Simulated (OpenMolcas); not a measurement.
Re2+ among 6 point charges of -1.7 e arranged as an octahedron (Oh).

```
Program             : OpenMolcas 26.06
Method              : CASSCF
Basis               : ANO-RCC-VDZP [7s6p4d2f1g]
Scalar Hamiltonian  : DKH2, point nucleus
Active space        : 5 electrons in 5 orbitals (5d)
State averaging     : 2S+1 = 6 even, 1 root; 2S+1 = 4 even, 24 roots; 2S+1 = 2 even, 75 roots
Spin-orbit coupling : state interaction with AMFI integrals over the reference wave functions
```

All point charges move together. At R = 2.06 Å |10Dq| is 15525 cm-1, and at R = 2.26 Å it is 10561 cm-1.

**Question.** A third run gives 7156 cm-1. What distance was it run at?

**Answer.** With a power law R^-n the two known points give n = -ln(10561 / 15525) / ln(2.26 / 2.06) = 4.16. Then R = 2.06 × (15525 / 7156)^(1/4.16) = 2.482 Å. The run was at 2.48 Å, so the estimate is off by +0.002 Å.

Without dynamic correlation the repulsion within the d shell is too large (B by tens of per cent), so at a given field states of lower spin stand too high. Point charges give a weaker field than real ligands, and real ions of this kind are as a rule low spin; the high spin found here belongs to the model. Spin-orbit coupling mixes the spin-free states strongly: the lowest level takes only 52 % from its leading state, 6A1 (holds for R = 2.06). This shell can be high or low spin here, a state of another spin lies low, and with metal d orbitals alone active their balance is uncertain, so the ground spin may be wrong (holds for R = 2.06). This is an electrostatic model: the charges have no orbitals. No measured value stands beside these numbers.
